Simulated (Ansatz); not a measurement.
Relaxation of FGeH$_{5}$Si (8 atoms, charge 0, multiplicity 1), to a largest force component of 0.03 eV/Å in at most 50 steps.

Theory: RHF/def2-SVPD in Ansatz 0.2.0.

```xyz
8
Properties=species:S:1:pos:R:3
Ge -1.455 -0.477 0.247
Si 2.058 0.397 0.252
F -0.618 0.394 -1.036
H 2.307 1.851 -0.077
H 2.711 -0.127 -1.004
H -1.358 0.398 1.487
H -2.890 -0.616 -0.258
H -0.754 -1.819 0.388
```

Q: Where does it end, and by what steps?

A: The run converged. After 7 steps the energy has fallen by 0.206 eV; F3 moved furthest, 0.77 Å.

```json
{"step": "0", "energy less start (eV)": "0.0000", "largest force component (eV/Å)": "0.299", "accepted": "yes"}
{"step": "1", "energy less start (eV)": "-0.0410", "largest force component (eV/Å)": "0.392", "accepted": "yes"}
{"step": "2", "energy less start (eV)": "-0.1099", "largest force component (eV/Å)": "0.237", "accepted": "yes"}
{"step": "3", "energy less start (eV)": "-0.1583", "largest force component (eV/Å)": "0.324", "accepted": "yes"}
{"step": "4", "energy less start (eV)": "-0.1778", "largest force component (eV/Å)": "0.820", "accepted": "yes"}
{"step": "5", "energy less start (eV)": "-0.2014", "largest force component (eV/Å)": "0.219", "accepted": "yes"}
{"step": "6", "energy less start (eV)": "-0.2051", "largest force component (eV/Å)": "0.063", "accepted": "yes"}
{"step": "7", "energy less start (eV)": "-0.2060", "largest force component (eV/Å)": "0.007", "accepted": "yes"}
```

```xyz
8
Properties=species:S:1:pos:R:3
Ge -1.395 -0.501 0.328
Si 2.026 0.432 0.159
F -0.045 0.272 -0.542
H 2.003 1.883 -0.266
H 2.465 -0.102 -1.185
H -1.534 0.296 1.615
H -2.565 -0.336 -0.632
H -0.955 -1.943 0.523
```

Whether the end is a true minimum wasn't checked by a vibrational analysis.

Time of the run: 31 s on 2 threads of Arm Neoverse N1, with other jobs on the host, peak memory 0.28 GiB.
